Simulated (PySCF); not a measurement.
**Broadened absorption spectrum of C5H9NO2**

C₅H₉NO₂.
SMILES: `C=CNC(=O)COC`

The calculation used TDDFT B3LYP/def2-SVPD, vertical, gas phase, core orbitals frozen in the response in PySCF. Isolated species at its PBE0-D3(BJ)/def2-SVP geometry (one conformer only). Torsions of this conformer, `[CH2:1]=[CH:2][NH:3][C:4](=[O:5])[CH2:6][O:7][CH3:8]`: C1–C2–N3–C4 -179°, C2–N3–C4–O5 0°, N3–C4–C6–O7 20°, C4–C6–O7–C8 82°.

Broadening: Gaussians 0.5 eV wide at half height, area fixed by f = 4.319×10⁻⁹ ∫ε dν̃. The width is an assumption, not a result. The curve ends short of the highest state used, and states not computed would add to its high-energy end.

(E (eV), ε (L mol⁻¹ cm⁻¹)): (4.35, 0), (4.41, 0), (4.46, 1), (4.51, 1), (4.56, 2), (4.61, 4), (4.66, 7), (4.71, 12), (4.76, 20), (4.81, 33), (4.86, 58), (4.91, 103), (4.96, 188), (5.01, 346), (5.06, 631), (5.11, 1120), (5.16, 1913), (5.21, 3124), (5.26, 4854), (5.31, 7161), (5.36, 10019), (5.41, 13285), (5.46, 16695), (5.51, 19884), (5.56, 22457), (5.61, 24066), (5.66, 24495), (5.71, 23710), (5.76, 21864), (5.81, 19249), (5.86, 16223), (5.91, 13134), (5.96, 10260), (6.01, 7779), (6.06, 5779), (6.11, 4273)

(1) Locate the maxima and give the states behind the curve.

(2) Coming from long wavelengths, where does ε first pass 100 L mol⁻¹ cm⁻¹?

(3) On this curve, what absorbance would a 10⁻⁵ mol/L sample give at 248 nm over a 1 cm path?

## Answers

(1) 219 nm (5.65 eV), ε about 25000, made up of S2 (95%) (ε in L mol⁻¹ cm⁻¹; maxima over ε = 5, shares over 10%). The states used: S1 5.10 eV (f 0.0010); S2 5.64 eV (f 0.432); S3 5.93 eV (f 0.053); S4 6.52 eV (f 0.034); S5 6.64 eV (f 0.015); S6 6.71 eV (f 0.027).

(2) At about 253 nm (4.91 eV), 0.20 eV below S1.

(3) 248 nm is 4.999 eV, where ε is about 300 L mol⁻¹ cm⁻¹, so A = ε c l ≈ 0.003 (Beer–Lambert, with the gas-phase spectrum and the assumed width).

Cost: about 1.9 min of CPU time on one thread; the machine was shared, so the figure is rough.
